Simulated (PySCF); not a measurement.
CH11N3Si2, SMILES NC[Si@@H]([SiH2]N)N. The structure is a stationary point at PBE-D3(BJ)/def2-SVP. The structure was generated by enumeration; whether it is a known compound was not checked. Other conformers were not sampled.

Computed equilibrium geometry at PBE-D3(BJ)/def2-SVP (PySCF confirms it by a frequency run) as Cartesian coordinates in Å (one conformer of several):
```xyz
17

N     -2.9843    -0.6215     0.1457
C     -1.7195    -1.0197    -0.4766
Si    -0.2842    -0.3206     0.5757
N     -0.4483     1.3872     0.9737
Si     1.7776    -0.3460    -0.5807
N      2.2319     1.3552    -0.5396
H     -3.0683     0.4030     0.1081
H     -3.7881    -0.9873    -0.3814
H     -1.6233    -2.1289    -0.4513
H     -1.5842    -0.7256    -1.5513
H     -0.2630    -1.0634     1.8856
H     -1.1813     1.6959     1.6173
H     -0.3082     2.0605     0.2149
H      1.6318    -0.7551    -2.0267
H      2.7647    -1.3304     0.0209
H      2.1048     1.7955     0.3786
H      3.1292     1.6400    -0.9439
```
Charge 0, spin multiplicity 1.
